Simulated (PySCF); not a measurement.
# Hartree-Fock beside MP2: ClH3O2Si

Calculated results; nothing here was measured. The program is PySCF 2.14.0, an open-source quantum chemistry code, run on an isolated molecule that a program drew, which may never have been made. The molecule is ClH3O2Si (charge 0, singlet), drawn as the SMILES string `O[SiH](O)Cl`.

The geometry was optimised and harmonic frequencies were computed with HF and MP2, all in the cc-pV(D+d)Z basis, for the commonest isotopes, with a restricted reference for singlets and an unrestricted one otherwise, and a frozen core in MP2. Each result is a local minimum of its method.

Geometry at the HF minimum:
```xyz
7
ClH3O2Si, angstrom
O     0.6908   -1.9263    2.1275
Si    1.2087   -0.3861    2.0044
O     1.5662   -0.0648    0.4572
Cl   -0.3106    0.8408    2.6953
H     0.1358   -2.1855    2.8478
H     2.3963   -0.0962    2.7979
H     0.9504   -0.2871   -0.2260
```

Lengths of the bonds as drawn, in Å (atoms numbered as above):
```
   bond     HF    MP2
 O1-Si2  1.630  1.654
 Si2-O3  1.620  1.643
Si2-Cl4  2.071  2.069
  O1-H5  0.946  0.966
 Si2-H6  1.457  1.463
  O3-H7  0.946  0.967
```

Rotational constants, in GHz:
```
constant     HF    MP2
       A  6.853  6.704
       B  3.426  3.401
       C   2.54  2.502
```

Harmonic frequencies in cm^-1, each column in rising order, so a row needn't be the same motion in every method:
| rank | HF | MP2 |
|---|---|---|
| 1 | 191 | 179 |
| 2 | 205 | 205 |
| 3 | 272 | 265 |
| 4 | 344 | 331 |
| 5 | 380 | 370 |
| 6 | 550 | ? |
| 7 | 824 | 798 |
| 8 | 846 | 820 |
| 9 | 895 | 855 |
| 10 | 920 | 884 |
| 11 | 954 | 929 |
| 12 | 1025 | 986 |
| 13 | 2430 | 2373 |
| 14 | 4168 | 3888 |
| 15 | 4178 | 3898 |

**Estimate the missing MP2 frequency from the HF column.**

A single factor s that minimises the squared misfit of MP2 against s times HF over the other rows is sum(HF x MP2) / sum(HF^2) = 0.9423, with an rms misfit of 31 cm^-1. For rank 6 it gives 0.9423 x 550 = 518 cm^-1. The calculation gives 543 cm^-1, 25 cm^-1 above the estimate. The drawn bonds are on average 1.3 % longer in MP2 than in HF.
